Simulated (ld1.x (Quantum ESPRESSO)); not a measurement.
Which change was made? (Cr, TM)

Cr (Z = 24), norm-conserving Troullier–Martins (Kleinman–Bylander form), made with ld1.x (Quantum ESPRESSO) 7.5 (PBEsol, scalar-relativistic). Core [Ne], reference 3s2 3p6 3d5 4s1 4p0. Waves: 3p (bound): rc 0.95 bohr; 3d (bound): rc 1.60 bohr; 3s (bound): rc 1.45 bohr. Local part: the s channel. Core correction: none.

Occupied shells without a wave of their own: 4s. They enter only through the test configuration that unscreens the potential.

Cutoffs, loose and tight: the cutoffs (Ry, on a coarse ladder) from which the occupation-weighted sum of valence levels, in a spherical-Bessel basis at the reference potential, stays within 10 and 1 mRy of its value at 400 Ry. They do not see the model core or the augmentation charge, which bear on the density cutoff. Test errors are all-electron minus pseudo excitation energies from the reference, over the configurations 3s2 3p6 3d5 4s0 4p0; 3s2 3p6 3d4 4s0 4p0; 3s2 3p6 3d3 4s0 4p0; 3s2 3p6 3d6 4s0 4p0; 3s2 3p6 3d5 4s0 4p1; 3s2 3p6 3d5.5 4s0.5 4p0; 3s2 3p6 3d2 4s0 4p0; variants that change the core or the reference have their own tests.

The base gives: outcome: generated, misses its reference levels by 0.58 eV; cutoff, loose: 110 Ry; cutoff, tight: 200 Ry; bound ghosts: none; largest test error (meV): -2068.

Question: After one change the result is: outcome: generated, misses its reference levels by 0.80 eV; cutoff, loose: 100 Ry; cutoff, tight: 160 Ry; bound ghosts: none; largest test error (meV): -2816. Which change was it?
A. wave 3s (bound): rc 1.45 bohr becomes 3s (bound): rc 0.96 bohr
B. wave 3d (bound): rc 1.60 bohr becomes 3d (bound): rc 2.42 bohr
C. all radii scaled by about 1.07 (s 1.56, p 1.02, d 1.72 bohr)

Answer: C. The others give: wave 3s (bound): rc 1.45 bohr becomes 3s (bound): rc 0.96 bohr → outcome: generated; cutoff, loose: 160 Ry; cutoff, tight: 260 Ry; bound ghosts: none; largest test error (meV): -120 | wave 3d (bound): rc 1.60 bohr becomes 3d (bound): rc 2.42 bohr → outcome: generated, misses its reference levels by 0.58 eV; cutoff, loose: 100 Ry; cutoff, tight: 200 Ry; bound ghosts: none; largest test error (meV): -1493.
